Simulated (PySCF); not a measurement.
C₄H₅ClSi, SMILES C#C/C=C\[SiH2]Cl.

Coordinates come from a TPSSh-D3(BJ)/def2-SVP optimisation. The structure was generated by enumeration; whether it is a known compound was not checked. The values are those of a single conformer.

Method: TDDFT-LC-ωPBE/def2-SVPD in PySCF 2.14.0.

Vertical excitations. Isolated molecule, no solvent.

Computed UV-visible absorptions:
| state | energy (eV) | λ (nm) | f | main pairs |
|---|---|---|---|---|
| S1 | 5.41 | 229 | 0.000 | HOMO−1→LUMO 83 % |
| S2 | 5.51 | 225 | 0.276 | HOMO→LUMO 87 % |
| S3 | 6.24 | 199 | 0.001 | HOMO→LUMO+1 36 %, HOMO→LUMO+3 21 %, HOMO→LUMO+6 12 % |
| S4 | 6.61 | 187 | 0.000 | HOMO−3→LUMO 54 %, HOMO−5→LUMO 34 % |
| S5 | 7.26 | 171 | 0.191 | HOMO−4→LUMO 26 %, HOMO−2→LUMO 21 %, HOMO−1→LUMO+3 8 %, HOMO→LUMO 8 % |
| S6 | 7.47 | 166 | 0.005 | HOMO→LUMO+1 45 %, HOMO→LUMO+2 13 %, HOMO→LUMO+7 11 %, HOMO→LUMO+3 8 % |
| S7 | 7.94 | 156 | 0.133 | HOMO−2→LUMO 70 % |
| S8 | 7.99 | 155 | 0.001 | HOMO−2→LUMO+1 39 %, HOMO→LUMO+2 26 %, HOMO−2→LUMO+3 9 % |
| S9 | 8.14 | 152 | 0.020 | HOMO−3→LUMO+1 37 %, HOMO−1→LUMO+1 31 % |
| S10 | 8.24 | 151 | 0.003 | HOMO→LUMO+2 23 %, HOMO→LUMO+3 22 %, HOMO−2→LUMO+1 20 % |
| T1 | 3.12 | 397 | 0 | HOMO→LUMO 89 % |
| T2 | 4.98 | 249 | 0 | HOMO−1→LUMO 72 % |
| T3 | 5.24 | 236 | 0 | HOMO−4→LUMO 23 %, HOMO−1→LUMO+3 10 %, HOMO−1→LUMO+1 9 %, HOMO−1→LUMO+6 9 % |
| T4 | 5.68 | 218 | 0 | HOMO−4→LUMO 26 %, HOMO−1→LUMO+3 10 %, HOMO−1→LUMO+1 10 %, HOMO−1→LUMO+6 8 % |
Triplets are in the Tamm–Dancoff approximation, which puts them higher than full response would, so one can lie above its singlet here.
